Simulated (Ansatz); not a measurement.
```yaml
crystal:
  periodic: [false, false, false]
  atoms:
    - {symbol: Bi, position_ang: [-0.005379, 0.005576, 0.784456]}
    - {symbol: H, position_ang: [1.474038, -0.029603, -0.251192]}
    - {symbol: H, position_ang: [-0.710245, 1.287009, -0.275538]}
    - {symbol: H, position_ang: [-0.758405, -1.262992, -0.257737]}
basis:
  gaussian: {orbitals: def2-TZVP}
hamiltonian: {xc: {name: PBE0}, dispersion: d4}
scf: {omitted_lower_state_checks: [starts]}
output: {forces: true}
```

```sh
$ ansatz run in.yaml --threads 4 --pin off --events-out ev --progress --plain --max-ram 3916MiB
```

Output, abridged:

```
Functional definition: PBE0
537 factors; their error is unknown
mean field evaluation 1: about -5888.1341 eV, gradient 9.8e0 eV
mean field evaluation 2: about -5888.1685 eV, gradient 1.1e1 eV
mean field evaluation 4: about -5888.4548 eV, gradient 2.1e-1 eV
mean field evaluation 8: about -5888.5276 eV, gradient 2.9e-2 eV
mean field -5888.52755263 eV, -216.3993961719 hartree, gradient 5.5e-5 eV, S^2 0.000000; 0 other end points of the search recorded, 0 dependent functions left out
reference -5888.52758034 eV, -216.3993971902 hartree; 13, 13 occupied and 55, 55 virtual orbitals, 537 factors
Total energy: -5888.56567014 eV, -216.4007969646 hartree
Atom 0 at    -0.005379     0.005576     0.784456 Å, force     0.003098    -0.003201    -0.453624 eV/Å
Atom 1 at     1.474038    -0.029603    -0.251192 Å, force    -0.180277     0.004461     0.149947 eV/Å
Atom 2 at    -0.710245     1.287009    -0.275538 Å, force     0.085672    -0.155878     0.152932 eV/Å
Atom 3 at    -0.758405    -1.262992    -0.257737 Å, force     0.091507     0.154618     0.150744 eV/Å
Dipole moment:    -0.001671     0.001732     0.243648 e Å
Checks for a lower state left out: starts
```

Hardware: 4 threads of Arm Neoverse V1 on a shared host. Wall time 0.4 s.

In the def2 sets Bi takes a core potential; there is no spin–orbit coupling.
